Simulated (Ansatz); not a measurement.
Molecule: Ge$_{2}$H, charge -1, multiplicity 1. It need not be the lowest isomer of its formula. Whether it binds its extra electron was not tested at this geometry. 
Structure (B3LYP-D3(BJ)/def2-TZVP (Ansatz, an electronic-structure program) minimum search):
```xyz
3

Ge     0.0000     0.0000    -1.1324
Ge     0.0000     0.0000     1.0506
H      0.0000     0.0000     2.6170
```
Charge -1, spin multiplicity 1.

Basis-set convergence of Hartree-Fock and CCSD(T) correlation energies (hartree) with Ansatz. Correlated levels leave the core frozen unless marked. Spin-orbit coupling is left out. The frozen core is the preceding noble-gas configuration, with the filled d and f shells of earlier blocks. No relativistic terms. This anion needs diffuse functions, which these sets lack.

The Hartree-Fock reference is unstable (checked in the largest basis), which strains HF and MP2. 

| basis | functions | E(HF) | E(corr, CCSD(T)) | rough core time |
|---|---|---|---|---|
| def2-SVP | 69 | -4150.74447 | -0.22499 | under 20 s |
| def2-TZVPP | 110 | -4151.27294 | -0.26533 | under 20 s |
| def2-QZVPP | 208 | [?] | [?] | 21 s |

Question: What belongs in the gaps?

Answer: 
- def2-QZVPP, E(HF): -4151.36421
- def2-QZVPP, E(corr, CCSD(T)): -0.27541
